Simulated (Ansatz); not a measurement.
Reaction (redistribution): `[CH3][SnH]([F])[SH]` + `N[SiH2]CF` → `[CH3][SnH]([NH2])[F]` + `FC[SiH2]S`

Program: Ansatz. Geometries: PBE0-D4/def2-TZVP. ΔE: electronic, gas phase. CCSD(T)/CBS adds triple-zeta CCSD(T) − MP2 to the extrapolated MP2 energy (def2 sets, frozen cores). DFT in def2-TZVPP. B3LYP here is the variant with VWN-RPA as its local correlation; programs differ in this. HSE06 is defined as in plane-wave codes. def2 core potentials past Kr. For Sn outer-core shells are correlated without core-valence functions, which leaves a few kJ/mol of doubt a bond. One conformer a species, not always the lowest.

```json
{"level": "LDA (SPW92)", "ΔE (kcal/mol)": "12.9", "difference from CCSD(T)/CBS": "0.1"}
{"level": "PBE-D4", "ΔE (kcal/mol)": "12.4", "difference from CCSD(T)/CBS": "-0.4"}
{"level": "revPBE-D4", "ΔE (kcal/mol)": "12.2", "difference from CCSD(T)/CBS": "-0.6"}
{"level": "BLYP-D4", "ΔE (kcal/mol)": "13.5", "difference from CCSD(T)/CBS": "0.7"}
{"level": "B97M-V", "ΔE (kcal/mol)": "13.7", "difference from CCSD(T)/CBS": "0.9"}
{"level": "PBE0-D4", "ΔE (kcal/mol)": "13.0", "difference from CCSD(T)/CBS": "0.2"}
{"level": "B3LYP-D4", "ΔE (kcal/mol)": "13.9", "difference from CCSD(T)/CBS": "1.1"}
{"level": "r2SCANh-D4", "ΔE (kcal/mol)": "13.5", "difference from CCSD(T)/CBS": "0.7"}
{"level": "r2SCAN0-D4", "ΔE (kcal/mol)": "13.7", "difference from CCSD(T)/CBS": "0.9"}
{"level": "HSE06-D4", "ΔE (kcal/mol)": "13.1", "difference from CCSD(T)/CBS": "0.3"}
{"level": "BHLYP-D4", "ΔE (kcal/mol)": "14.6", "difference from CCSD(T)/CBS": "1.8"}
{"level": "CAM-B3LYP-D4", "ΔE (kcal/mol)": "13.8", "difference from CCSD(T)/CBS": "1.0"}
{"level": "ωB97X-V", "ΔE (kcal/mol)": "12.7", "difference from CCSD(T)/CBS": "-0.1"}
{"level": "ωB97M-V", "ΔE (kcal/mol)": "13.3", "difference from CCSD(T)/CBS": "0.5"}
{"level": "B2PLYP", "ΔE (kcal/mol)": "13.5", "difference from CCSD(T)/CBS": "0.7"}
{"level": "PBE-QIDH", "ΔE (kcal/mol)": "13.0", "difference from CCSD(T)/CBS": "0.2"}
{"level": "PBE", "ΔE (kcal/mol)": "12.5", "difference from CCSD(T)/CBS": "-0.3"}
{"level": "revPBE", "ΔE (kcal/mol)": "12.4", "difference from CCSD(T)/CBS": "-0.4"}
{"level": "BLYP", "ΔE (kcal/mol)": "13.7", "difference from CCSD(T)/CBS": "0.9"}
{"level": "r2SCAN", "ΔE (kcal/mol)": "13.4", "difference from CCSD(T)/CBS": "0.6"}
{"level": "PBE0", "ΔE (kcal/mol)": "13.1", "difference from CCSD(T)/CBS": "0.3"}
{"level": "B3LYP", "ΔE (kcal/mol)": "14.1", "difference from CCSD(T)/CBS": "1.3"}
{"level": "r2SCAN0", "ΔE (kcal/mol)": "13.7", "difference from CCSD(T)/CBS": "0.9"}
{"level": "HSE06", "ΔE (kcal/mol)": "13.1", "difference from CCSD(T)/CBS": "0.3"}
{"level": "BHLYP", "ΔE (kcal/mol)": "14.7", "difference from CCSD(T)/CBS": "1.9"}
{"level": "CAM-B3LYP", "ΔE (kcal/mol)": "13.9", "difference from CCSD(T)/CBS": "1.1"}
{"level": "HF/def2-SVP", "ΔE (kcal/mol)": "16.1", "difference from CCSD(T)/CBS": "3.3"}
{"level": "MP2/def2-SVP", "ΔE (kcal/mol)": "13.1", "difference from CCSD(T)/CBS": "0.3"}
{"level": "CCSD/def2-SVP", "ΔE (kcal/mol)": "13.5", "difference from CCSD(T)/CBS": "0.7"}
{"level": "CCSD(T)/def2-SVP", "ΔE (kcal/mol)": "13.2", "difference from CCSD(T)/CBS": "0.4"}
{"level": "HF/def2-TZVPP", "ΔE (kcal/mol)": "15.2", "difference from CCSD(T)/CBS": "2.4"}
{"level": "SCS-MP2/def2-TZVPP", "ΔE (kcal/mol)": "12.9", "difference from CCSD(T)/CBS": "0.1"}
{"level": "CCSD/def2-TZVPP", "ΔE (kcal/mol)": "12.9", "difference from CCSD(T)/CBS": "0.1"}
{"level": "CCSD(T)/def2-TZVPP", "ΔE (kcal/mol)": "12.5", "difference from CCSD(T)/CBS": "-0.3"}
{"level": "HF/def2-QZVPP", "ΔE (kcal/mol)": "15.4", "difference from CCSD(T)/CBS": "2.6"}
{"level": "MP2/def2-QZVPP", "ΔE (kcal/mol)": "12.9", "difference from CCSD(T)/CBS": "0.1"}
{"level": "SCS-MP2/def2-QZVPP", "ΔE (kcal/mol)": "13.1", "difference from CCSD(T)/CBS": "0.3"}
{"level": "HF/CBS(def2)", "ΔE (kcal/mol)": "15.4", "difference from CCSD(T)/CBS": "2.6"}
{"level": "MP2/CBS(def2)", "ΔE (kcal/mol)": "13.0", "difference from CCSD(T)/CBS": "0.2"}
{"level": "CCSD/CBS(def2)", "ΔE (kcal/mol)": "13.2", "difference from CCSD(T)/CBS": "0.4"}
{"level": "CCSD(T)/CBS", "ΔE (kcal/mol)": "12.8", "difference from CCSD(T)/CBS": "0"}
```

Largest T1 diagnostic among the species: 0.013.

Leaving LDA and LC-ωPBE aside and taking each functional with its dispersion term where it has one, the values spread over 2.5 kcal/mol, from revPBE-D4 to BHLYP-D4. From BLYP to BHLYP (50 % exact exchange), in def2-TZVPP and without D4, ΔE moves by +1.0 kcal/mol. In def2-TZVPP, CCSD(T) changes the Hartree–Fock value by −2.7 kcal/mol (the triples alone add −0.4 kcal/mol) and MP2 by −2.5 kcal/mol.
